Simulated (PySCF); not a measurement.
## Where the electron goes

Compound: C₃H₅F₃O.
Z-matrix (Å and degrees, GFN2-xTB geometry), rows numbered from 1:
```
O 
C   1  1.4011
C   2  1.5315  1  112.35
F   3  1.3732  2  108.58  1    66.19
C   2  1.5322  1  107.09  3  -121.51
F   5  1.3507  2  111.63  1    81.17
F   5  1.3531  2  110.19  1  -161.18
H   1  0.9660  2  108.64  3   -48.30
H   2  1.1032  1  110.76  3   121.90
H   3  1.0939  2  110.95  1   -51.55
H   3  1.0930  2  111.15  1  -175.57
H   5  1.0990  2  111.48  1   -40.05
```

Level of theory: TDDFT PBE0/def2-SVPD, vertical, gas phase, core orbitals frozen in the response (PySCF).

Frontier orbitals with the atoms that hold most of them (Löwdin shares over 4%, at most four atoms; ? is withheld):

| orbital | ε (eV) | atoms |
| --- | --- | --- |
| HOMO-3 | -11.12 | O1 27%, F7 17%, F4 11%, F6 11% |
| HOMO-2 | -10.28 | F4 41%, C3 24%, H10 12%, H11 10% |
| HOMO-1 | -9.63 | C2 17%, C5 16%, O1 13%, F6 13% |
| HOMO | -8.77 | ? |
| LUMO | ? | ? |
| LUMO+1 | 0.90 | C5 24%, H12 14%, F7 14%, H9 9% |
| LUMO+2 | 1.26 | C3 17%, H10 15%, O1 14%, H11 12% |

**Question.** Give the leading atoms of the LUMO.

**Answer.** O1 (bonded to C and H) 31%; H8 (bonded to O) 18%; C3 (bonded to C, F and 2 H) 12%; F4 (bonded to C) 11%.

**Question.** Which atoms hold the HOMO, and with what shares?

**Answer.** O1 (bonded to C and H) 59%; C2 (bonded to 2 C, O and H) 14%; C3 (bonded to C, F and 2 H) 9%; H9 (bonded to C) 7%. By element: oxygen 59%, carbon 23% or more, hydrogen 7% or more.

**Question.** What is the LUMO energy, and the HOMO–LUMO gap?

**Answer.** ε(LUMO) = 0.39 eV; the gap is 9.16 eV (0.3366 hartree).

**Question.** How does S1 compare with the orbital gap of 9.16 eV?

**Answer.** S1 is at 7.61 eV (f = 0.010), 1.55 eV below the gap, made of HOMO→LUMO (96%). Without the coupling terms of the response equations the lowest excitation would equal the gap.

**Question.** Give energy, strength and leading configuration of S1, S2, S3 and S6, and follow the Löwdin shares of the leading atoms from the occupied to the empty orbital.

**Answer.** 
- S1 (7.61 eV, f 0.010), HOMO→LUMO (96%): O1 59% → 31%, C2 14% → at most 12%, H8 at most 8% → 18%
- S2 (8.49 eV, f 0.014), HOMO→LUMO+1 (91%): O1 59% → at most 9%, C2 14% → at most 9%, C5 at most 8% → 24%, H12 at most 8% → 14%
- S3 (8.75 eV, f 0.0013), HOMO-1→LUMO (91%): C2 17% → at most 12%, C5 16% → at most 12%, O1 13% → 31%, H8 at most 13% → 18%
- S6 (9.24 eV, f 0.030), HOMO-1→LUMO+1 (84%): C2 17% → at most 9%, C5 16% → 24%, H12 at most 13% → 14%

Löwdin shares depend on the basis, the more so with diffuse functions.

One conformer stands for the species.
